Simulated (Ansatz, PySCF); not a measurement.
This Ansatz (a quantum-chemistry and plane-wave program) input computes a CCSD(T)/cc-pVDZ energy:

Ansatz 0.2 input:
```yaml
crystal:
  periodic: [false, false, false]
  atoms:
    - {symbol: C, position_ang: [1.24889928, 0.11989250, 0.43704499]}
    - {symbol: C, position_ang: [0.09848013, 0.00945395, 0.03446254]}
    - {symbol: C, position_ang: [-1.16217014, -0.11156663, -0.40669463]}
    - {symbol: H, position_ang: [2.25840526, 0.21680359, 0.79031569]}
    - {symbol: H, position_ang: [-1.65635077, 0.71686991, -0.91200534]}
    - {symbol: H, position_ang: [-1.71331014, -1.04035242, -0.26718776]}
basis:
  gaussian:
    orbitals: cc-pVDZ
total_charge: 1
magnetization: {spin_polarized: false}
correlation: {method: ccsd_t, electrons: outside_noble_gas}
```

Task: Write an input for the same energy in PySCF and say what it gives.

Result: 
```python
from pyscf import gto, scf, mp, cc as ccmod

mol = gto.M(
    atom='''
    C     1.24889928    0.11989250    0.43704499
    C     0.09848013    0.00945395    0.03446254
    C    -1.16217014   -0.11156663   -0.40669463
    H     2.25840526    0.21680359    0.79031569
    H    -1.65635077    0.71686991   -0.91200534
    H    -1.71331014   -1.04035242   -0.26718776
    ''',
    basis='cc-pvdz',
    charge=1,
    spin=0,
    verbose=4,
)

mf = scf.RHF(mol)
mf.conv_tol = 1e-10
mf.max_cycle = 100
mf.kernel()
mp2 = mp.MP2(mf, frozen=3).run()
cc = ccmod.CCSD(mf, frozen=3)
cc.max_cycle = 100
cc.kernel()
et = cc.ccsd_t()
print(f'E(CCSD(T)) = {cc.e_tot + et:.9f}')
```
It gives -115.35709 Eh, and Ansatz -115.35709 Eh, a difference of 0.00 mEh.
